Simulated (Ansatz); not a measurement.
ZnTe, closed-shell singlet (lowest of 2S+1 = 1, 3 at CCSD(T)/def2-TZVPP on PBE0 minima; our sources give no spin for the ground state, which may be another), most abundant isotopes (63.9291 and 129.9062 u). Constants from fifth-degree fits in 1/R to seven points on the lowest solution found; no spin–orbit coupling, no relativity up to Kr; ω_e x_e and α_e move by some per cent with the fit.

Correlated levels freeze the inner cores; with def2 sets outer-core shells near the valence are correlated too. CBS: X⁻³ extrapolation of the correlation energy, Hartree–Fock from the larger set.

Programs: Ansatz (a first-principles code) with Gaussian orbitals. Values without a source in brackets are computed. In def2 rows elements past Kr take small-core potentials, without spin–orbit coupling.

```json
[
 {"level": "PBE/def2-TZVPP", "r_e (Å)": "2.3794", "ω_e (cm⁻¹)": "260.4", "ω_e x_e (cm⁻¹)": "0.857", "α_e (cm⁻¹)": "0.000282"},
 {"level": "CCSD(T)/CBS(def2-TZVPP, def2-QZVPP)", "r_e (Å)": "2.3491", "ω_e (cm⁻¹)": "273.7", "ω_e x_e (cm⁻¹)": "0.773", "α_e (cm⁻¹)": "0.000259"}
]
```

Derive the rotational constants, the centrifugal constant, the fundamental, the zero-point energy and the force constant.


μ = 42.84457 u.
- PBE/def2-TZVPP: B_e = 16.8576/(μ r_e²) = 0.069496 cm⁻¹; B₀ = B_e − α_e/2 = 0.069355 cm⁻¹; D = 4B_e³/ω_e² = 1.98e-08 cm⁻¹; fundamental ω_e − 2ω_e x_e = 259 cm⁻¹; zero-point energy ω_e/2 − ω_e x_e/4 = 130 cm⁻¹; k = μ(2πcω_e)² = 171 N/m; the line J = 1 ← 0 at 2B₀ = 4.158 GHz
- CCSD(T)/CBS(def2-TZVPP, def2-QZVPP): B_e = 16.8576/(μ r_e²) = 0.071301 cm⁻¹; B₀ = B_e − α_e/2 = 0.071171 cm⁻¹; D = 4B_e³/ω_e² = 1.94e-08 cm⁻¹; fundamental ω_e − 2ω_e x_e = 272 cm⁻¹; zero-point energy ω_e/2 − ω_e x_e/4 = 137 cm⁻¹; k = μ(2πcω_e)² = 189 N/m; the line J = 1 ← 0 at 2B₀ = 4.267 GHz

Doubts at one or more of the structures used: a restricted determinant that unrestricted orbitals would lower (CCSD(T)/CBS(def2-TZVPP, def2-QZVPP)).
